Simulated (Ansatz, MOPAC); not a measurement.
Isomers of C3H7Cl: 1 is CC(C)Cl, 2 is ClCCC; one conformer of each (the lowest of an xTB search), B3LYP-D3(BJ)/def2-TZVP minima.
Isomer 1 (charge 0, multiplicity 1):
```xyz
11

C      1.208     0.474    -0.017
C      0.078    -0.519    -0.198
C     -1.295     0.071     0.056
Cl     0.339    -1.935     0.929
H      1.203     0.883     0.994
H      1.083     1.300    -0.723
H      2.176     0.009    -0.198
H      0.121    -0.966    -1.190
H     -1.361     0.470     1.069
H     -1.475     0.888    -0.648
H     -2.077    -0.676    -0.074
```
Isomer 2 (charge 0, multiplicity 1):
```xyz
11

C     -1.2986     0.1164    -0.3331
C     -0.0862    -0.3395     0.4781
C      1.2034     0.1887    -0.1184
Cl     2.6482    -0.3429     0.8300
H     -1.2440    -0.2404    -1.3641
H     -2.2218    -0.2675     0.1027
H     -1.3718     1.2059    -0.3606
H     -0.1705     0.0066     1.5104
H     -0.0433    -1.4301     0.5132
H      1.2283     1.2768    -0.1250
H      1.3562    -0.1740    -1.1331
```

No zero-point or thermal terms.

The state reached by PM3, PM7 isn't checked; PM7 holds dispersion and hydrogen-bond terms.

Codes used: Ansatz (Gaussian basis) for Hartree–Fock, density functionals and correlated methods; MOPAC for PM3, PM7 (differences of heats of formation). 

One of these levels gives 0.104 eV for the electronic energy of isomer 2 less that of isomer 1. Which?
A) HF/cc-pV(D+d)Z
B) PM3
C) SVWN5/def2-TZVPP
D) PM7

B, PM3. The others give 0.192 (PM7), 0.088 (HF/cc-pV(D+d)Z), 0.145 (SVWN5/def2-TZVPP)

Ansatz is an electronic-structure program.
